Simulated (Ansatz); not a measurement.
One change: `O=C=[N][Ge]([F])([F])[F]` becomes `C[N](C)[Ge]([F])([F])[F]`.

Ansatz, PBE0-D4/def2-TZVP geometries, multiplicity 1. Each molecule was computed in one conformer, which needn't be the lowest.

Scalar relativity is left out up to krypton.

```json
{"property": "HOMO energy (B3LYP/def2-TZVPP) / eV", "`O=C=[N][Ge]([F])([F])[F]`": "-9.71"}
{"property": "LUMO energy (PBE/def2-TZVPP) / eV", "`O=C=[N][Ge]([F])([F])[F]`": "-2.50"}
{"property": "HOMO energy (ωB97M-V/def2-TZVPP) / eV", "`O=C=[N][Ge]([F])([F])[F]`": "-12.24"}
{"property": "HOMO–LUMO gap (PBE/def2-TZVPP) / eV", "`O=C=[N][Ge]([F])([F])[F]`": "5.96"}
{"property": "LUMO energy (ωB97M-V/def2-TZVPP) / eV", "`O=C=[N][Ge]([F])([F])[F]`": "0.79"}
{"property": "size of the dipole moment (PBE/def2-TZVPP) / D", "`O=C=[N][Ge]([F])([F])[F]`": "0.64"}
```

Q: What does the change do to each property? (An estimate is asked.)

A: Ansatz gave: 
| property | `C[N](C)[Ge]([F])([F])[F]` | shift |
| --- | --- | --- |
| HOMO energy (B3LYP/def2-TZVPP) / eV | -7.23 | 2.48 |
| LUMO energy (PBE/def2-TZVPP) / eV | -1.57 | 0.93 |
| HOMO energy (ωB97M-V/def2-TZVPP) / eV | -9.77 | 2.47 |
| HOMO–LUMO gap (PBE/def2-TZVPP) / eV | 4.45 | -1.51 |
| LUMO energy (ωB97M-V/def2-TZVPP) / eV | 1.59 | 0.80 |
| size of the dipole moment (PBE/def2-TZVPP) / D | 3.47 | 2.83 |

With PBE0 the HOMO rises by 2.54 eV and the LUMO rises by 0.94 eV, so the gap narrows by about 1.60 eV. PBE moves the HOMO by 2.44 eV and ωB97M-V by 2.47 eV. Dipoles are sizes alone; their direction can turn.

B3LYP here is the variant with VWN-RPA as its local correlation; programs differ in this.
